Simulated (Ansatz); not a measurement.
Reaction (redistribution): `C[O][Al]([NH2])[SH]` + `COB(F)O[SiH3]` → `C[O][Al]([NH2])[O]C` + `FB(S)O[SiH3]`

Calculated with Ansatz (gas phase, PBE0-D4/def2-TZVP geometries, no zero-point term in ΔE). CBS: MP2 limit from def2 TZ/QZ plus the TZ coupled-cluster correction, frozen cores. Functionals use def2-TZVPP. B3LYP here is the variant with VWN-RPA as its local correlation; programs differ in this. HSE06 is defined as in plane-wave codes. One conformer a species, not always the lowest.

```
             level  ΔE (kJ/mol)  difference from CCSD(T)/CBS
       LDA (SPW92)         57.8                          0.3
            PBE-D4         53.1                         -4.4
           BLYP-D4         48.2                         -9.3
         r2SCAN-D4         56.2                         -1.3
            B97M-V         57.5                          0.0
           PBE0-D4         57.6                          0.1
          B3LYP-D4         52.6                         -4.9
        r2SCANh-D4         57.5                          0.0
        r2SCAN0-D4         59.2                          1.7
          HSE06-D4         57.9                          0.4
          BHLYP-D4         57.6                          0.1
      CAM-B3LYP-D4         54.6                         -2.9
           ωB97X-V         55.5                         -2.0
           ωB97M-V         57.5                          0.0
            B2PLYP         54.1                         -3.4
          PBE-QIDH         59.0                          1.5
               PBE         53.7                         -3.8
            revPBE         52.3                         -5.2
              BLYP         49.7                         -7.8
            r2SCAN         56.3                         -1.2
              PBE0         58.0                          0.5
             B3LYP         53.7                         -3.8
           r2SCAN0         59.4                          1.9
             BHLYP         58.5                          1.0
         CAM-B3LYP         55.1                         -2.4
           LC-ωPBE         55.9                         -1.6
RPA@PBE/def2-TZVPP         54.2                         -3.3
       HF/def2-SVP         71.0                         13.5
      MP2/def2-SVP         61.4                          3.9
     CCSD/def2-SVP         63.3                          5.8
  CCSD(T)/def2-SVP         63.0                          5.5
     HF/def2-TZVPP         65.5                          8.0
    MP2/def2-TZVPP         54.4                         -3.1
SCS-MP2/def2-TZVPP         54.0                         -3.5
   CCSD/def2-TZVPP         58.2                          0.7
CCSD(T)/def2-TZVPP         57.3                         -0.2
    MP2/def2-QZVPP         54.2                         -3.3
SCS-MP2/def2-QZVPP         54.1                         -3.4
     MP2/CBS(def2)         54.6                         -2.9
    CCSD/CBS(def2)         58.3                          0.8
       CCSD(T)/CBS         57.5                            0
```

Largest T1 diagnostic among the species: 0.013.

From r2SCAN to r2SCAN0 (25 % exact exchange), in def2-TZVPP and without D4, ΔE moves by +3.1 kJ/mol. Leaving LDA and LC-ωPBE aside and taking each functional with its dispersion term where it has one, the values spread over 11.0 kJ/mol, from BLYP-D4 to r2SCAN0-D4. LDA lies +4.2 kJ/mol from PBE without D4.

CCSD(T)/CBS has its own doubt, a few kJ/mol and more with outer-core shells, so smaller differences from it don't rank the levels.
